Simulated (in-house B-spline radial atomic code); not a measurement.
The palladium ion Pd²⁺ is squeezed into an impenetrable sphere of radius R (the orbitals vanish at R). Level of theory: non-relativistic PBE, spin-polarised, spherical fractional occupations, point nucleus; calculated with an all-electron radial atomic-structure program (B-spline basis).

Energies in eV above the free ion in [Kr] 4d8:

```json
{"R (bohr)": "7.89", "highest level (eV)": "-26.9", "[Kr] 4d8": "7.394e-05", "[Ar] 3d10 4s2 4p5 4d8 4f1": "73.88", "[Ar] 3d10 4s2 4p5 4d9": "46.77", "-dE/dV in [Kr] 4d8 (GPa)": "0.000267"}
{"R (bohr)": "6.16", "highest level (eV)": "-26.9", "[Kr] 4d8": "0.005829", "[Ar] 3d10 4s2 4p5 4d8 4f1": "75.54", "[Ar] 3d10 4s2 4p5 4d9": "46.78", "-dE/dV in [Kr] 4d8 (GPa)": "0.0326"}
{"R (bohr)": "5.32", "highest level (eV)": "-26.8", "[Kr] 4d8": "0.04492", "[Ar] 3d10 4s2 4p5 4d8 4f1": "77.26", "[Ar] 3d10 4s2 4p5 4d9": "46.81", "-dE/dV in [Kr] 4d8 (GPa)": "0.327"}
{"R (bohr)": "4.58", "highest level (eV)": "-26.6", "[Kr] 4d8": "0.2598", "[Ar] 3d10 4s2 4p5 4d8 4f1": "79.83", "[Ar] 3d10 4s2 4p5 4d9": "47.02", "-dE/dV in [Kr] 4d8 (GPa)": "2.5"}
{"R (bohr)": "3.77", "highest level (eV)": "-25.5", "[Kr] 4d8": "1.71", "[Ar] 3d10 4s2 4p5 4d8 4f1": "85.34", "[Ar] 3d10 4s2 4p5 4d9": "48.49", "-dE/dV in [Kr] 4d8 (GPa)": "24"}
{"R (bohr)": "3.16", "highest level (eV)": "-22.9", "[Kr] 4d8": "7.126", "[Ar] 3d10 4s2 4p5 4d8 4f1": "95.53", "[Ar] 3d10 4s2 4p5 4d9": "54.11", "-dE/dV in [Kr] 4d8 (GPa)": "146"}
{"R (bohr)": "2.4", "highest level (eV)": "-11", "[Kr] 4d8": "47.54", "[Ar] 3d10 4s2 4p5 4d8 4f1": "146.5", "[Ar] 3d10 4s2 4p5 4d9": "96.35", "-dE/dV in [Kr] 4d8 (GPa)": "1890"}
{"R (bohr)": "2.12", "highest level (eV)": "0.65", "[Kr] 4d8": "102.7", "[Ar] 3d10 4s2 4p5 4d8 4f1": "208.1", "[Ar] 3d10 4s2 4p5 4d9": "153.6", "-dE/dV in [Kr] 4d8 (GPa)": "5590"}
{"R (bohr)": "1.81", "highest level (eV)": "25.8", "[Kr] 4d8": "256.9", "[Ar] 3d10 4s2 4p5 4d8 4f1": "371.7", "[Ar] 3d10 4s2 4p5 4d9": "311.9", "-dE/dV in [Kr] 4d8 (GPa)": "20700"}
{"R (bohr)": "1.48", "highest level (eV)": "86.1", "[Kr] 4d8": "740.7", "[Ar] 3d10 4s2 4p5 4d8 4f1": "866.4", "[Ar] 3d10 4s2 4p5 4d9": "803.4", "-dE/dV in [Kr] 4d8 (GPa)": "97700"}
```

(1) Does [Ar] 3d10 4s2 4p5 4d8 4f1 fall below [Kr] 4d8 under compression?

(2) Does [Ar] 3d10 4s2 4p5 4d9 fall below [Kr] 4d8 under compression?

The highest level is first positive in the row R = 2.12 bohr, pushed up by confinement above the zero of the free ion's potential. Each configuration is held fixed and needn't be the lowest in the sphere.

Answers

(1) No, it stays above over the whole range.

(2) No, it stays above over the whole range.
